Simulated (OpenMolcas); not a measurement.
Consider [Cu2(μ-Cl)2(NH3)4]2+, a planar model complex in vacuum (2 bridging Cl, bridge angle 90°, metal-metal distance 3.26 Å, Cu–Cl 2.31 Å; typed geometry, not optimised).

```xyz
20

Cu    -1.6299     0.0000     0.0000
Cu     1.6299     0.0000     0.0000
Cl     0.0000     1.6299     0.0000
Cl     0.0000    -1.6299     0.0000
N     -3.0653     1.4354     0.0000
H     -3.3471     1.7172     0.9389
H     -2.7722     2.2922    -0.4695
H     -3.9221     1.1423    -0.4694
N     -3.0653    -1.4354     0.0000
H     -3.3471    -1.7172     0.9389
H     -3.9221    -1.1423    -0.4695
H     -2.7721    -2.2922    -0.4694
N      3.0653     1.4354     0.0000
H      3.3471     1.7172     0.9389
H      3.9221     1.1423    -0.4695
H      2.7721     2.2922    -0.4694
N      3.0653    -1.4354     0.0000
H      3.3471    -1.7172     0.9389
H      2.7722    -2.2922    -0.4695
H      3.9221    -1.1423    -0.4694
```

Question: Give the energies of the total-spin states at CASSCF(2,2) on the singly occupied d orbitals (ANO-RCC-VDZP on Cu, Cl, N and ANO-RCC-VDZ on H, scalar-relativistic DKH2, RICD, no spin-orbit coupling, OpenMolcas), and the exchange constant.

Answer: Local spins 1/2 and 1/2.

| total S | E (cm⁻¹) | natural occupations, lowest and highest |
|---|---|---|
| 1 | 0.0 | 1.000, 1.000 |
| 0 | 26.0 | 0.995, 1.005 |

J = 13.0 cm⁻¹ (ferromagnetic).

J is defined by H = −2J S1·S2, so negative values are antiferromagnetic. Wave-function values come from the highest and lowest total spin; broken-symmetry values use Yamaguchi's formula with the computed ⟨S²⟩. The active space holds the singly occupied metal orbitals alone, without bridging-ligand orbitals. No row is a measured value.
